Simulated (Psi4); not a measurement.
Dimer: H2O (SMILES O) (first 3 atoms) with AsH3 (SMILES [AsH3]); geometry from B3LYP-D3(BJ)/def2-TZVP, rigid monomers moved along the line of their centres of mass till H3···As4 is 4.85 Å.
(charge 0, multiplicity 1):
```xyz
7

O     -0.0488     0.6324    -0.5999
H     -0.9101     0.3057    -0.8787
H     -0.0010     0.4395     0.3458
As     0.4284    -1.0878     4.9316
H     -0.0013    -0.3979     6.2176
H      1.8427    -1.3313     5.4349
H     -0.0620    -2.4497     5.4011
```

The numbers are results of SAPT0/aug-cc-pVDZ in Psi4, not measurements.

Question: Give the four SAPT terms and the total, and say what mostly holds the pair together.

Answer: electrostatics -0.34, exchange 0.01, induction -0.02, dispersion -0.07, total -0.42 kcal/mol; the largest attraction is electrostatics.
